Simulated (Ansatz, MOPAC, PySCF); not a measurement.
A series of substituents X on one scaffold: SiH2(OH)-X. Gas-phase values, no solvent. One relaxed conformer stands for each flexible species; it need not be the lowest. Strings in code marks are SMILES.

Quantity: vertical ionisation energy (energy after one electron is removed minus that of the parent at the parent's geometry), in eV.

Level 1: frozen-core CCSD(T)/def2-TZVPP // PBE0-D4/def2-TZVP (Ansatz, a first-principles code)
Level 2: PBE-D3(BJ)/def2-TZVP // PBE0-D4/def2-TZVP (PySCF)
Level 3: minus the HOMO energy of PBE-D3(BJ)/def2-TZVP // PBE0-D4/def2-TZVP (PySCF)
Level 4: minus the HOMO energy of PM6 // PBE0-D4/def2-TZVP (MOPAC)

```json
[
 {"species": "`C=C[SiH2]O` (C–C–Si–O torsion -6°, C–Si–O–H torsion -73°)", "level 1": "10.45", "level 2": "9.84", "level 3": "6.82", "level 4": "10.35"},
 {"species": "`O[SiH2][SiH3]` (H–O–Si–Si torsion 59°)", "level 1": "10.14", "level 2": "9.64", "level 3": "6.63", "level 4": "8.80"},
 {"species": "`O[SiH2][AlH2]`", "level 1": "9.47", "level 2": "9.02", "level 3": "6.09", "level 4": "9.71"},
 {"species": "`OC[SiH2]O`", "level 1": "10.10", "level 2": "9.38", "level 3": "6.02", "level 4": "9.67"},
 {"species": "`O[SiH2]CF` (H–O–Si–C torsion 60°, O–Si–C–F torsion -60°)", "level 1": "11.01", "level 2": "10.13", "level 3": "6.84", "level 4": "10.77"},
 {"species": "`O[SiH2]S` (H–O–Si–S torsion -52°, O–Si–S–H torsion -65°)", "level 1": "10.08", "level 2": "9.80", "level 3": "6.45", "level 4": "9.60"},
 {"species": "`B[SiH2]O`", "level 1": "10.46", "level 2": "9.87", "level 3": "6.62", "level 4": "9.23"},
 {"species": "`C#C[SiH2]O`", "level 1": "10.93", "level 2": "10.11", "level 3": "7.05", "level 4": "10.70"},
 {"species": "`CC[SiH2]O` (C–C–Si–O torsion 178°, C–Si–O–H torsion 71°)", "level 1": "10.51", "level 2": "9.72", "level 3": "6.67", "level 4": "10.10"},
 {"species": "`O[SiH2]Br` (H–O–Si–Br torsion 58°)", "level 1": "10.92", "level 2": "10.34", "level 3": "7.12", "level 4": "10.48"},
 {"species": "`CS[SiH2]O` (C–S–Si–O torsion 152°, S–Si–O–H torsion -50°)", "level 1": "9.25", "level 2": "8.96", "level 3": "5.79", "level 4": "9.07"},
 {"species": "`O[SiH2]I` (H–O–Si–I torsion 54°)", "level 1": "9.94", "level 2": "9.68", "level 3": "6.55", "level 4": "9.74"}
]
```
